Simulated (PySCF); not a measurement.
The third ionisation energy along group 11

All values are computed (PySCF 2.14, energy differences of UHF-based or UKS calculations, no spin-orbit coupling). Values in eV. The last column holds reference values (NIST; (s) semi-empirical, (t) theoretical, else measured). Unmarked ones compare directly (S terms, centres of terms, or small fine structure); those marked * lie between the lowest fine-structure levels and include a spin-orbit shift.

| element | configurations | LDA | PBE | PBE0 | r2SCAN | SCS-MP2 (valence) | MP2 (valence and next inner shell) | reference |
| --- | --- | --- | --- | --- | --- | --- | --- | --- |
| Cu (aug-cc-pwCVTZ-PP with ECP10MDF, ECP) | [Ar] 3d9 → [Ar] 3d8 | 37.985 | 37.127 | 36.693 | 36.139 | 36.661 | 37.407 | 36.841 ± 0.012 * |
| Ag (aug-cc-pwCVTZ-PP with ECP28MDF, ECP) | [Kr] 4d9 → [Kr] 4d8 | 35.358 | 34.894 | 34.723 | 34.482 | 34.753 | 34.869 | 34.8 ± 0.3 (s) * |
| Au (aug-cc-pwCVTZ-PP with ECP60MDF, ECP) | [Xe] 4f14 5d9 → [Xe] 4f14 5d8 | 33.288 | 32.844 | 32.664 | 32.473 | 32.558 | 32.679 | 30 ± 1.6 (t) * |

"Valence" correlates the outer s and p shells and, in groups 3 to 12 and the f block, the outer d or f shell, open or full, or the next shell where the ion has no valence electron left; the wider scheme adds the next inner shell.
